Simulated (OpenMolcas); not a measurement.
**Ionisation energies of technetium**

```yaml
Program: OpenMolcas 26.06
Basis: ANO-RCC-VTZP [7s6p4d2f1g]
Scalar_Hamiltonian: DKH2, point nucleus
Spin-orbit_coupling: state interaction with AMFI integrals over the reference wave functions, term energies averaged over their components
```

Active shells in each charge state: the valence d shell, with orbitals averaged over the low states. Where CASPT2's correlated closed shells are named, they are those of the first ion.

A. CASSCF
B. SS-CASPT2, IPEA 0.25 Eh, imaginary shift 0.1 Eh (closed shells correlated: 4s 4p)
C. SS-CASPT2, IPEA 0 Eh, imaginary shift 0.1 Eh (closed shells correlated: 4s 4p)
D. SS-CASPT2, IPEA 0.25 Eh, imaginary shift 0.1 Eh (closed shells correlated: 3d 4s 4p)
E. SS-CASPT2, IPEA 0.25 Eh, imaginary shift 0.1 Eh (closed shells correlated: none)

Energies in eV between the lowest computed levels, named as in B; reference values from the NIST Atomic Spectra Database with their kind.

```csv
From,To,A,B,C,D,E,Spin-orbit share in B,Reference
Tc2+ 4d⁵ ⁶S_5/2,Tc3+ 4d⁴ ⁵D₀,28.795,29.718,29.823,29.699,29.474,-0.182,29.550 (semi-empirical)
Tc3+ 4d⁴ ⁵D₀,Tc4+ 4d³ ⁴F_3/2,41.667,42.567,42.641,42.547,42.236,-0.088,41.000 (theoretical)
Tc4+ 4d³ ⁴F_3/2,Tc5+ 4d² ³F₂,56.417,57.222,57.304,57.200,56.764,-0.065,57.000 (theoretical)
Tc5+ 4d² ³F₂,Tc6+ 4d ²D_3/2,72.238,73.006,73.079,72.980,72.382,+0.090,72.000 (theoretical)
Tc6+ 4d ²D_3/2,Tc7+ 4p⁶ ¹S₀,87.880,88.667,88.734,88.638,87.880,+0.245,88.000 (theoretical)
```

The lowest level within the active space need not be the ion's true ground level.
